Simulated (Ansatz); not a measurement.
Br2Ge, triplet, geometry from GFN2-xTB (the spin is typed, not shown lowest). Base run: Ansatz (an electronic-structure program) with PBE/STO-3G.

Ansatz was given this input:
Ansatz 0.2 input:
```yaml
crystal:
  periodic: [false, false, false]
  atoms:
    - {symbol: Ge, position_ang: [0.01662620, 0.00626078, 1.00353305]}
    - {symbol: Br, position_ang: [1.08727208, -1.65040649, -0.46661885]}
    - {symbol: Br, position_ang: [-1.10247318, 1.64468236, -0.45089707]}
basis:
  gaussian:
    orbitals: STO-3G
hamiltonian:
  xc: pbe
magnetization: {spin_polarized: true, initial_magnetization: 2}
```

The bond that is stretched is that between atoms 3 and 1. A test that says stable can miss a lower solution.

Variants of this job, named by their change:

```
change                                                           ΔE vs base (eV)  <S^2>       stability test says
---------------------------------------------------------------  ---------------  -----  ------------------------
base                                                                        0.00  2.002                   minimum
spin_polarized = on; lower_state_search = off                               0.00  2.002  undecided (no full test)
spin_polarized = on; lower_state_search = standard                          0.00  2.002                   minimum
bond × 1.25                                                                 1.56  2.002                   minimum
spin_polarized = on; lower_state_search = off; bond × 1.25                  1.56  2.002  undecided (no full test)
spin_polarized = on; lower_state_search = standard; bond × 1.25             1.56  2.002                   minimum
bond × 1.5                                                                  2.45  2.003                   minimum
spin_polarized = on; lower_state_search = off; bond × 1.5                   2.45  2.003  undecided (no full test)
spin_polarized = on; lower_state_search = standard; bond × 1.5              2.45  2.003                   minimum
bond × 1.8                                                                  2.78  2.004                   minimum
spin_polarized = on; lower_state_search = off; bond × 1.8                   2.78  2.004  undecided (no full test)
spin_polarized = on; lower_state_search = standard; bond × 1.8              2.78  2.004                   minimum
bond × 2.2                                                                  2.84  2.005                   minimum
spin_polarized = on; lower_state_search = off; bond × 2.2                   2.84  2.005  undecided (no full test)
spin_polarized = on; lower_state_search = standard; bond × 2.2              2.84  2.005                   minimum
bond × 3.0                                                                  2.87  2.005                   minimum
spin_polarized = on; lower_state_search = off; bond × 3.0                   2.87  2.005  undecided (no full test)
spin_polarized = on; lower_state_search = standard; bond × 3.0              2.87  2.005                   minimum
```

On stretching, the SCF can end on different states; <S^2> shows the spin contamination of each.
